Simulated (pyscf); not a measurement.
Structures and frequencies: ωB97X-D3(BJ)/def2-SVP in PySCF.

### Question
For the elementary gas-phase step [O=W(OH)(OH)–OH]• (SMILES [O]=[W]([OH])([OH])[OH]) -> [O–WH(=O)(OH)–OH]• (SMILES [O][WH](=[O])([OH])[OH]) (doublet surface; H–O broken, H–W formed), what barrier and reaction energy does ωB97M-D3(BJ)/def2-TZVP give, measured from the reactant's lowest minimum found?

### Answer
ΔE‡ = 45.7 kcal/mol, ΔE = +44.3 kcal/mol. Zero-point energy shifts the barrier by -4.1 kcal/mol. It is a hydrogen shift, with an imaginary mode of 1085i cm⁻¹. This is the saddle that the search found; another between the same sides may lie lower. Open-shell species with a d-block atom are single-reference here; other states, and whether the spin sits on metal or ligand, were not checked. Elements past Kr carry the def2 core potentials, without spin-orbit coupling.
